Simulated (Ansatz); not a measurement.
This geometry of GeH$_{5}$OS (8 atoms, charge 1, multiplicity 1) is a first-order saddle point.

Computed with Ansatz 0.2.0, RKS PBE0/def2-SVP.

```xyz
8
Properties=species:S:1:pos:R:3
O -1.896 0.308 -0.481
Ge -0.418 0.931 0.154
S 1.112 -1.018 0.261
H -1.998 0.244 -1.441
H 0.489 1.727 -0.777
H -0.554 1.132 1.650
H 2.197 -1.276 -0.497
H 1.067 -2.048 1.131
```

(1) Which two structures does it join? (They come from a converged band through this point; their orientation in space is the band's.)

(2) How far does it lie above each of them?

Answers

(1) No bond is made or broken. The height of S3 over the plane of its neighbours goes from 0.80 to -0.80 Å.

First end point:

```xyz
8
Properties=species:S:1:pos:R:3
O -1.776 0.067 -0.281
Ge -0.249 0.828 0.032
S 1.223 -1.126 -0.270
H -2.155 0.157 -1.166
H 0.316 1.749 -1.044
H -0.091 1.097 1.520
H 2.192 -0.829 0.634
H 0.541 -1.943 0.574
```

Last end point:

```xyz
8
Properties=species:S:1:pos:R:3
O -1.606 -0.037 -0.369
Ge -0.249 0.895 0.180
S 1.506 -0.804 0.454
H -1.821 -0.017 -1.312
H 0.429 1.812 -0.833
H -0.409 1.254 1.647
H 1.442 -1.356 -0.785
H 0.707 -1.747 1.018
```

(2) 0.59 eV above the first and 0.61 eV above the second. This is the barrier of this one path; another mechanism may lie lower. Limits of this set-up: the dipole of an ion depends on the origin.

Run time: 8.2 min on 1 thread of Arm Neoverse V1, with other jobs on the host, peak memory 0.18 GiB.
